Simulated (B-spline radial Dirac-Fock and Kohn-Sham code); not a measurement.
## Binding energies of Ta²⁹⁺ at several levels of theory

System: the Ta²⁹⁺ ion in the configuration 1s2 2s2 2p6 3s2 3p6 3d10 4s2 4p6 4d8.

The density-functional columns are spherical, spin-unpolarised Dirac-Kohn-Sham results without Breit or QED terms: −ε is minus the orbital energy of the initial state and ΔSCF the difference of two total energies. The reference in the last column comes from multi-electron Dirac-Fock with separately optimised hole states, Breit and Lamb-shift corrections added in first order. All numbers are from a radial B-spline solver, in eV; a selection of levels is shown. For the 1s level of heavy atoms much of the gap between ΔSCF and the reference is the Breit and QED part, -334.3 eV here; for other levels the error of the functional can be larger.

| level | LDA −ε | LDA ΔSCF | Dirac-Fock |
| --- | --- | --- | --- |
| K (1s) | 68234.3 | 68800.7 | 68479.7 |
| L1 (2s) | 12584.0 | 12705.8 | 12766.0 |
| L2 (2p1/2) | 12077.3 | 12227.5 | 12212.8 |
| L3 (2p3/2) | 10809.5 | 10942.2 | 10958.2 |
| M1 (3s) | 3684.5 | 3734.0 | 3786.1 |
| M2 (3p1/2) | 3460.0 | 3511.9 | 3543.8 |
| M3 (3p3/2) | 3184.3 | 3233.0 | 3266.7 |
| N1 (4s) | 1483.2 | 1509.2 | 1531.3 |
| N2 (4p1/2) | 1388.4 | 1414.5 | 1425.6 |
| N3 (4p3/2) | 1310.5 | 1335.4 | 1347.8 |
| N4,5 (4d) | 1144.8 | 1169.7 | 1168.1 |

Values without a named source are computed, but for edge energies of neutral atoms, which are taken from tables.
